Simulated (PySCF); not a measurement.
Species: C5H4F3O2 (doublet state).
Z-matrix (Å and degrees, GFN2-xTB geometry), rows numbered from 1:
```
O 
C   1  1.2011
C   2  1.5159  1  123.85
C   3  1.4842  2  104.35  1   -86.60
C   4  1.4779  3   87.44  2  -116.24
O   3  1.4159  2  116.48  1   175.39
C   2  1.5533  1  120.44  3  -174.25
F   7  1.3438  2  112.22  1   114.39
F   7  1.3344  2  112.30  1  -124.63
F   7  1.3322  2  110.57  1    -4.77
H   3  1.0960  2  109.89  1    43.50
H   4  1.0681  3  133.25  2    41.16
H   5  1.0973  4  115.69  3  -114.96
H   5  1.0969  4  117.73  3   114.89
```

The hyperfine couplings belong to this conformer and change with its torsions.

The species is `O=C([C@@H]1[CH]CO1)C(F)(F)F` [radical].

Computed with PySCF, UKS B3LYP, pcH-1 on C F H O, non-relativistic, mean-field spin-orbit, GIAO. Geometry: GFN2-xTB, one conformer, isolated molecule. A GFN2-xTB geometry isn't a minimum of the functional, and hyperfine couplings can be far from their values at a DFT geometry. No stability test was run, so a lower SCF solution isn't excluded.

The Mulliken spin populations are largest on C4 (+0.95), C5 (-0.08) and C3 (-0.07). C4 is the only atom above +0.15. The angles at C4 add up to 355.3°, so it is nearly planar; its axial dipolar tensor and the negative coupling of its proton fit spin in a p orbital normal to that plane.

**Question.** List the C–H protons on four-coordinate carbons next to a three-coordinate spin centre, with their couplings and θ (C–H bond against the normal to the plane of the centre's neighbours, projected along the bond that joins the two).

**Answer.** 
```json
{"β H": "H11", "on": "C3", "centre": "C4", "θ (°)": "24", "cos²θ": "0.83", "a (G)": "+41.18"}
{"β H": "H13", "on": "C5", "centre": "C4", "θ (°)": "19", "cos²θ": "0.89", "a (G)": "+41.54"}
{"β H": "H14", "on": "C5", "centre": "C4", "θ (°)": "31", "cos²θ": "0.74", "a (G)": "+38.20"}
```

Couplings in gauss use g_iso = 2.0029.

Time: 99 s (grids of density and orbitals included); peak memory 0.97 GiB. Hardware: one thread, Arm Neoverse V2 (aarch64), shared host with 48 logical CPUs at a one-minute load of 31.
